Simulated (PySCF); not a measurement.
CH$_{7}$Cl$_{2}$NSi$_{2}$ (SMILES CN([SiH3])[SiH](Cl)Cl), singlet, at a GFN2-xTB geometry; CASSCF(6,8)/STO-3G (PySCF).

Input for PySCF:
```python
from pyscf import gto, scf, mcscf
import numpy

mol = gto.M(
    atom='''
Si   -2.365822   -0.963465    0.390539
N    -0.966805   -0.247080   -0.366780
C    -1.257457    0.712444   -1.423279
Si    0.628915   -0.298876    0.286197
Cl    1.946014   -0.280550   -1.234931
Cl    0.996647    1.293243    1.469334
H    -3.119744    0.053816    1.130699
H    -1.858269   -1.999410    1.281442
H    -3.175435   -1.502993   -0.702836
H    -0.407771    0.810491   -2.097472
H    -2.116824    0.374091   -1.999842
H    -1.487696    1.698401   -1.011194
H     0.769584   -1.522490    1.047166
''',
    basis='sto-3g',
    charge=0,
    spin=0,
    verbose=4,
)

mf = scf.RHF(mol)
mf.kernel()
mc = mcscf.CASSCF(mf, 8, 6)
mc.fix_spin_(ss=0.0)
mc.kernel()
occ = numpy.linalg.eigvalsh(mc.fcisolver.make_rdm1(mc.ci, mc.ncas, mc.nelecas))[::-1]
ss = mc.fcisolver.spin_square(mc.ci, mc.ncas, mc.nelecas)[0]
print('natural occupations', occ.round(4), ' <S^2>', round(ss, 4))
```

What the program printed (banner, timings and long lists left out):

```
PySCF version 2.14.0

[INPUT] verbose = 4
[INPUT] num. atoms = 13
[INPUT] num. electrons = 82
[INPUT] charge = 0
[INPUT] spin (= nelec alpha-beta = 2S) = 0
[INPUT] symmetry False subgroup None
[INPUT] Mole.unit = angstrom
[INPUT] Symbol           X                Y                Z      unit          X                Y                Z       unit  Magmom
[...]
nuclear repulsion = 543.561939887671
number of shells = 33
number of NR pGTOs = 159
number of NR cGTOs = 53
basis = sto-3g
ecp = {}

******** <class 'pyscf.scf.hf.RHF'> ********
method = RHF
initial guess = minao
damping factor = 0
level_shift factor = 0
DIIS = <class 'pyscf.scf.diis.CDIIS'>
diis_start_cycle = 1
diis_space = 8
diis_damp = 0
SCF conv_tol = 1e-09
SCF conv_tol_grad = None
SCF max_cycles = 50
direct_scf = True
direct_scf_tol = 1e-13
Set gradient conv threshold to 3.16228e-05
Initial guess from minao.
init E= -1575.54540880317
[...]
cycle= 1 E= -1575.66963317955  delta_E= -0.124  |g|= 0.422  |ddm|= 4.19
[...]
cycle= 2 E= -1575.74191479298  delta_E= -0.0723  |g|= 0.133  |ddm|= 0.907
[...]
cycle= 3 E= -1575.74789316383  delta_E= -0.00598  |g|= 0.032  |ddm|= 0.233
[...]
cycle= 4 E= -1575.74840522125  delta_E= -0.000512  |g|= 0.00647  |ddm|= 0.07
[...]
cycle= 5 E= -1575.74843708437  delta_E= -3.19e-05  |g|= 0.00133  |ddm|= 0.0213
[...]
cycle= 6 E= -1575.74843851724  delta_E= -1.43e-06  |g|= 0.00024  |ddm|= 0.00471
[...]
cycle= 7 E= -1575.74843857006  delta_E= -5.28e-08  |g|= 5.1e-05  |ddm|= 0.000969
[...]
cycle= 8 E= -1575.74843857258  delta_E= -2.52e-09  |g|= 1.57e-05  |ddm|= 0.000201
[...]
cycle= 9 E= -1575.74843857284  delta_E= -2.55e-10  |g|= 2.78e-06  |ddm|= 7.34e-05
[...]
Extra cycle  E= -1575.74843857284  delta_E= -5e-12  |g|= 1.19e-06  |ddm|= 6.98e-06
converged SCF energy = -1575.74843857284

******** <class 'pyscf.mcscf.mc1step.CASSCF'> ********
CAS (3e+3e, 8o), ncore = 38, nvir = 7
max_cycle_macro = 50
max_cycle_micro = 4
conv_tol = 1e-07
conv_tol_grad = None
orbital rotation max_stepsize = 0.02
orbital rotation threshold for CI restart = 0.01
augmented hessian ah_max_cycle = 30
augmented hessian ah_conv_tol = 1e-12
augmented hessian ah_linear dependence = 1e-14
augmented hessian ah_level shift = 1e-08
augmented hessian ah_start_tol = 2.5
augmented hessian ah_start_cycle = 3
augmented hessian ah_grad_trust_region = 3
kf_trust_region = 3
kf_interval = 4
ci_response_space = 4
ci_grad_trust_region = 3
with_dep4 0
natorb = False
canonicalization = True
sorting_mo_energy = False
ao2mo_level = 2
internal_rotation = False
******** <class 'pyscf.fci.addons.SpinPenaltyFCISolver'> ********
max. cycles = 50
conv_tol = 1e-08
davidson only = True
linear dependence = 1e-12
level shift = 0.001
max iter space = 12
nroots = 1
pspace_size = 400
spin = None
CASCI E = -1575.75173711701  S^2 = 0.0000000
Set conv_tol_grad to 0.000316228
macro iter   1 ( 21 JK    4 micro), CASSCF E = -1575.75795395170  dE = -6.21683469e-03  S^2 = 0.0000000
               |grad[o]|=0.00609  |grad[c]|=0.0422  |ddm|=0.0766  |maxRot[o]|=0.276
macro iter   2 ( 21 JK    4 micro), CASSCF E = -1575.76520650035  dE = -7.25254865e-03  S^2 = 0.0000000
               |grad[o]|=0.0133  |grad[c]|=0.0304  |ddm|=0.0868  |maxRot[o]|=0.219
macro iter   3 ( 21 JK    4 micro), CASSCF E = -1575.76855293687  dE = -3.34643652e-03  S^2 = 0.0000000
               |grad[o]|=0.012  |grad[c]|=0.0412  |ddm|=0.0172  |maxRot[o]|=0.208
macro iter   4 ( 21 JK    4 micro), CASSCF E = -1575.77042381990  dE = -1.87088303e-03  S^2 = 0.0000000
               |grad[o]|=0.0116  |grad[c]|=0.0122  |ddm|=0.00874  |maxRot[o]|=0.106
macro iter   5 ( 21 JK    4 micro), CASSCF E = -1575.77202617922  dE = -1.60235932e-03  S^2 = 0.0000000
               |grad[o]|=0.00993  |grad[c]|=0.0101  |ddm|=0.00383  |maxRot[o]|=0.0735
macro iter   6 ( 21 JK    4 micro), CASSCF E = -1575.77260920712  dE = -5.83027895e-04  S^2 = 0.0000000
               |grad[o]|=0.00853  |grad[c]|=0.0125  |ddm|=0.00689  |maxRot[o]|=0.055
[...]
               |grad[o]|=0.00627  |grad[c]|=0.0135  |ddm|=0.00479  |maxRot[o]|=0.024
macro iter  33 ( 21 JK    4 micro), CASSCF E = -1575.78287776335  dE = -5.56129019e-05  S^2 = 0.0000000
               |grad[o]|=0.00622  |grad[c]|=0.0135  |ddm|=0.0048  |maxRot[o]|=0.0216
macro iter  34 ( 21 JK    4 micro), CASSCF E = -1575.78292558469  dE = -4.78213456e-05  S^2 = 0.0000000
               |grad[o]|=0.00618  |grad[c]|=0.0135  |ddm|=0.00477  |maxRot[o]|=0.0194
macro iter  35 ( 21 JK    4 micro), CASSCF E = -1575.78297003860  dE = -4.44539091e-05  S^2 = 0.0000000
               |grad[o]|=0.00615  |grad[c]|=0.0135  |ddm|=0.0048  |maxRot[o]|=0.0174
macro iter  36 ( 21 JK    4 micro), CASSCF E = -1575.78300416550  dE = -3.41268985e-05  S^2 = 0.0000000
               |grad[o]|=0.00612  |grad[c]|=0.0134  |ddm|=0.00475  |maxRot[o]|=0.0157
macro iter  37 ( 21 JK    4 micro), CASSCF E = -1575.78303299011  dE = -2.88246124e-05  S^2 = 0.0000000
               |grad[o]|=0.00609  |grad[c]|=0.0134  |ddm|=0.00479  |maxRot[o]|=0.0141
macro iter  38 ( 21 JK    4 micro), CASSCF E = -1575.78306143061  dE = -2.84405005e-05  S^2 = 0.0000000
               |grad[o]|=0.00607  |grad[c]|=0.0134  |ddm|=0.00475  |maxRot[o]|=0.0127
macro iter  39 ( 21 JK    4 micro), CASSCF E = -1575.78308258495  dE = -2.11543381e-05  S^2 = 0.0000000
               |grad[o]|=0.00605  |grad[c]|=0.0134  |ddm|=0.00478  |maxRot[o]|=0.0116
macro iter  40 ( 21 JK    4 micro), CASSCF E = -1575.78310125944  dE = -1.86744837e-05  S^2 = 0.0000000
               |grad[o]|=0.00603  |grad[c]|=0.0134  |ddm|=0.00475  |maxRot[o]|=0.0105
macro iter  41 ( 21 JK    4 micro), CASSCF E = -1575.78311906888  dE = -1.78094447e-05  S^2 = 0.0000000
               |grad[o]|=0.00602  |grad[c]|=0.0134  |ddm|=0.00478  |maxRot[o]|=0.00954
macro iter  42 ( 21 JK    4 micro), CASSCF E = -1575.78313252132  dE = -1.34524412e-05  S^2 = 0.0000000
               |grad[o]|=0.00601  |grad[c]|=0.0134  |ddm|=0.00475  |maxRot[o]|=0.00875
macro iter  43 ( 21 JK    4 micro), CASSCF E = -1575.78314458260  dE = -1.20612765e-05  S^2 = 0.0000000
               |grad[o]|=0.006  |grad[c]|=0.0134  |ddm|=0.00478  |maxRot[o]|=0.00801
macro iter  44 ( 21 JK    4 micro), CASSCF E = -1575.78315590660  dE = -1.13240026e-05  S^2 = 0.0000000
               |grad[o]|=0.00599  |grad[c]|=0.0134  |ddm|=0.00474  |maxRot[o]|=0.00749
macro iter  45 ( 21 JK    4 micro), CASSCF E = -1575.78316404891  dE = -8.14230725e-06  S^2 = 0.0000000
               |grad[o]|=0.00598  |grad[c]|=0.0134  |ddm|=0.00478  |maxRot[o]|=0.00704
macro iter  46 ( 21 JK    4 micro), CASSCF E = -1575.78317222560  dE = -8.17669184e-06  S^2 = 0.0000000
               |grad[o]|=0.00598  |grad[c]|=0.0134  |ddm|=0.00474  |maxRot[o]|=0.00659
macro iter  47 ( 21 JK    4 micro), CASSCF E = -1575.78317869638  dE = -6.47077763e-06  S^2 = 0.0000000
               |grad[o]|=0.00598  |grad[c]|=0.0134  |ddm|=0.00477  |maxRot[o]|=0.00621
macro iter  48 ( 21 JK    4 micro), CASSCF E = -1575.78318407599  dE = -5.37961773e-06  S^2 = 0.0000000
               |grad[o]|=0.00597  |grad[c]|=0.0134  |ddm|=0.00474  |maxRot[o]|=0.00585
macro iter  49 ( 21 JK    4 micro), CASSCF E = -1575.78318883311  dE = -4.75711886e-06  S^2 = 0.0000000
               |grad[o]|=0.00597  |grad[c]|=0.0134  |ddm|=0.00477  |maxRot[o]|=0.00551
macro iter  50 ( 21 JK    4 micro), CASSCF E = -1575.78319270909  dE = -3.87598016e-06  S^2 = 0.0000000
               |grad[o]|=0.00597  |grad[c]|=0.0134  |ddm|=0.00473  |maxRot[o]|=0.00522
1-step CASSCF not converged,  50 macro (1050 JK 200 micro) steps
CASSCF canonicalization
Density matrix diagonal elements [1.99381523 1.97903346 1.98235445 0.00929337 0.00700387 0.01384704
 0.00826879 0.0063838 ]
CASSCF energy = -1575.78319270909
CASCI E = -1575.78319270909  E(CI) = -8.07203362538121  S^2 = 0.0000000
natural occupations [1.9940e+00 1.9833e+00 1.9791e+00 1.8800e-02 1.6800e-02 6.1000e-03
 1.5000e-03 4.0000e-04]  <S^2> 0.0
```

The run did not converge; its last values are not results.
